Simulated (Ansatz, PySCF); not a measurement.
C8H12, charge -1, doublet, at a GFN2-xTB geometry (a state made from the parent by changing its charge; the spin is typed, not shown lowest) (in this run its highest filled SCF level lies above zero, so its values depend strongly on the basis, on diffuse functions most of all). Base run: B3LYP/STO-3G (PySCF).

PySCF was given this input:
```python
from pyscf import gto, scf, dft

mol = gto.Mole()
mol.atom = '''
    C    -0.690874   -1.745536   -0.185858
    C     0.688625   -1.747025   -0.180123
    C     1.523753   -0.587811   -0.548798
    C     1.520403    0.584525    0.561453
    C     0.690874    1.745536    0.185858
    C    -0.688625    1.747025    0.180123
    C    -1.523753    0.587811    0.548798
    C    -1.520403   -0.584525   -0.561453
    H    -1.204914   -2.575136    0.295300
    H     1.196855   -2.577729    0.305285
    H     1.177291   -0.128048   -1.478045
    H     2.563467   -0.904128   -0.698020
    H     2.559521    0.898598    0.719317
    H     1.165235    0.125519    1.487783
    H     1.204914    2.575136   -0.295300
    H    -1.196855    2.577729   -0.305285
    H    -1.177291    0.128048    1.478045
    H    -2.563467    0.904128    0.698020
    H    -1.165235   -0.125519   -1.487783
    H    -2.559521   -0.898598   -0.719317
'''
mol.basis = 'sto-3g'
mol.charge = -1
mol.spin = 1
mol.verbose = 4
mol.build()

mf = dft.UKS(mol)
mf.xc = 'b3lyp'
mf.kernel()
```

The same geometry, method and basis name were run in Ansatz (a quantum-chemistry and plane-wave program) and PySCF, at each program's defaults and at the settings that a row names. The base is PySCF at its defaults. Differences at the defaults can come from grids, fitting, cores and function types together.

| code and settings | ΔE vs base (mEh) | basis functions | E (Eh) | SCF cycles |
|---|---|---|---|---|
| PySCF, defaults (exact integrals, its default grid, spherical functions) | 0.000 | 52 | -308.07986 | 8 |
| Ansatz, defaults (factorised integrals, its default grid, spherical functions) | 0.022 | 52 | -308.07984 | - |
| PySCF, density fitting with def2-universal-jkfit | -2.223 | 52 | -308.08209 | 8 |
| PySCF, fine grid | 0.020 | 52 | -308.07984 | 8 |
| Ansatz, high accuracy | 0.021 | 52 | -308.07984 | - |

Open shells are given as the SCF converged; they aren't shown to be the lowest states, and a large step between rows can be another state.
